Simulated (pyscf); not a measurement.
# `[OH][Si][OH]`, singlet

Gas-phase minimum from PySCF at ωB97X-D3(BJ)/def2-SVP, one conformer. Other isomers of HO–Si:–OH [singlet] were not searched in full and may lie lower. 

```xyz
5

O     -0.9694     0.6178     0.6196
Si    -1.9300    -0.3642    -0.3482
O     -0.9701    -1.7213    -0.3466
H     -1.3087     1.5050     0.7864
H     -0.1481    -1.6582     0.1606
```

Bonds (Å): O1–Si2 1.680, O1–H4 0.964, Si2–O3 1.662, O3–H5 0.968. Angles (°): Si2–O1–H4 115.9, O1–Si2–O3 98.4, Si2–O3–H5 116.0.

Properties at ωB97X-D3(BJ)/def2-SVP:

```json
{
  "harmonic_wavenumbers_unscaled": "316, 473, 540, 777, 793, 868, 916, 3856, 3911 cm⁻¹",
  "zero_point_energy": "17.8 kcal/mol",
  "rotational_symmetry_number": "1",
  "Entropy of this conformer at 298 K and 1 atm, rigid rotor and harmonic oscillator, modes under 100 cm⁻¹ raised to 100": "270.1 J/(mol K)",
  "dipole_moment": "1.97 D"
}
```

Single-point totals, which compare only within one level (frozen core for MP2 and CC):

| level | total energy (hartree) |
|---|---|
| ωB97X-D3(BJ)/def2-TZVP | -441.32622 |
| PBE/def2-TZVP | -440.98366 |
| r²SCAN/def2-TZVP | -441.18620 |
| B3LYP-D3(BJ)/def2-TZVP | -441.31641 |
| PBE0-D3(BJ)/def2-TZVP | -441.00625 |
| M06-2X/def2-TZVP | -441.21595 |
| ωB97M-D3(BJ)/def2-TZVP | -441.36877 |
| HF/def2-TZVPP | -439.97329 |
| MP2/def2-TZVPP | -440.55879 |
| CCSD/def2-TZVPP | -440.57168 |
| CCSD(T)/def2-TZVPP | -440.59420 |

The CCSD(T) − MP2 part came from Ansatz, without density fitting, on the same reference.
